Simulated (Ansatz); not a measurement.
Reaction (formal hydrolysis of the Si–Si bond): `[SiH3][SiH2][SiH2][SiH2][GeH3]` + H₂O → `O[SiH2][GeH3]` + `[SiH3][SiH2][SiH3]`

Isolated molecules relaxed with PBE0-D4/def2-TZVP in Ansatz; ΔE leaves out vibrations. CBS: MP2 limit from def2 TZ/QZ plus the TZ coupled-cluster correction, frozen cores. This one scheme is used for every species. DFT in def2-TZVPP. For Ge outer-core shells are correlated without core-valence functions, which leaves a few kJ/mol of doubt a bond. Scalar relativity is left out up to krypton. One conformer a species, not always the lowest.

CCSD(T)/CBS gives -56.3 kJ/mol.

(1) Another level gave -66.5 kJ/mol. Which?
A. r2SCANh/def2-TZVPP
B. PBE0/def2-TZVPP
C. BHLYP/def2-TZVPP
D. BHLYP-D4/def2-TZVPP

Largest T1 diagnostic among the species: 0.013.

Results:

(1) D. BHLYP-D4 -66.5, BHLYP -85.8, r2SCANh -61.9, PBE0 -54.8 kJ/mol.

At CCSD(T), def2-SVP lies +3.0 kJ/mol from the extrapolated value and def2-TZVPP −2.7 kJ/mol. From BLYP to BHLYP (50 % exact exchange), in def2-TZVPP and without D4, ΔE moves by −6.3 kJ/mol.
